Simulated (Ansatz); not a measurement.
C$_{4}$H$_{11}$GaO, SMILES `C[C](C)([GaH2])CO`. Charge 0, multiplicity 1. The geometry is a stationary point of PBE0-D4/def2-TZVP. It is one conformer, not always the lowest.

```xyz
17

C     0.000   -1.458    0.801
C     0.271   -0.145    0.080
C     1.719    0.279    0.248
Ga   -0.507   -0.140   -1.793
C    -0.688    0.934    0.548
O    -1.867    0.755   -0.286
H     0.598   -2.272    0.382
H     0.253   -1.383    1.869
H    -1.049   -1.757    0.728
H     2.397   -0.488   -0.135
H     1.941    1.209   -0.283
H     1.978    0.428    1.306
H    -0.170    1.099   -2.715
H    -1.231   -1.406   -2.381
H    -0.987    0.852    1.601
H    -0.272    1.931    0.369
H    -2.385    1.563   -0.338
```

Question: What is the dipole moment at r2SCAN/def2-TZVPP? (An estimate is asked.)

Answer: Ansatz gave: 2.69 D, with components (-0.57, 1.83, 1.88) D in this frame, pointing from negative to positive charge.

Question: And with PBE, B3LYP, ωB97M-V? (An estimate is asked.)

Answer: Ansatz gave: PBE 2.65 D, B3LYP 2.68 D, ωB97M-V 2.67 D.

Question: Give the Mulliken charges with r2SCAN, ωB97M-V, PBE in def2-TZVPP. (An estimate is asked.)

Answer: The calculation gave: 
```
atom  r2SCAN  ωB97M-V    PBE
  C1   -0.20    -0.34  -0.29
  C2    0.08    -0.17   0.07
  C3   -0.18    -0.32  -0.28
 Ga4    0.17     0.16   0.09
  C5    0.02    -0.06  -0.05
  O6   -0.31    -0.27  -0.25
  H7    0.05     0.11   0.08
  H8    0.03     0.10   0.06
  H9    0.06     0.12   0.10
 H10    0.05     0.11   0.08
 H11    0.05     0.11   0.08
 H12    0.04     0.10   0.07
 H13   -0.09    -0.05  -0.07
 H14   -0.09    -0.04  -0.07
 H15    0.05     0.11   0.08
 H16    0.07     0.14   0.10
 H17    0.20     0.18   0.19
```

B3LYP here is the variant with VWN-RPA as its local correlation; programs differ in this.
